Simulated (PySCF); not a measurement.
HfO3, SMILES [O]=[Hf]1[O][O]1, multiplicity 1. Geometry optimised at B3LYP-D3(BJ)/def2-TZVP. The multiplicity is an assumed one; other spin states were not compared. The def2 effective core potentials stand for the cores of Hf; spin–orbit coupling is left out.

These are B3LYP-D3(BJ)/def2-TZVP in PySCF values and carry that method's errors.

Harmonic wavenumbers (cm⁻¹): 186, 216, 571, 616, 824, 897. Rotational constants (GHz): 10.35, 3.868, 3.548; symmetry number 1.

### Question
Work out the zero-point energy and the ideal-gas rigid-rotor harmonic-oscillator thermochemistry at 298.15 K and 1 atm.

### Answer
ZPE = ½ Σ hcν = ½ × 3309 cm⁻¹ = 4.73 kcal/mol. H − E(el) = 8.09 kcal/mol. Entropy in cal/(mol K): translation 42.15, rotation 25.23, vibration 5.52, total 72.90. G − E(el) = -13.65 kcal/mol. Cp = 14.83 cal/(mol K).
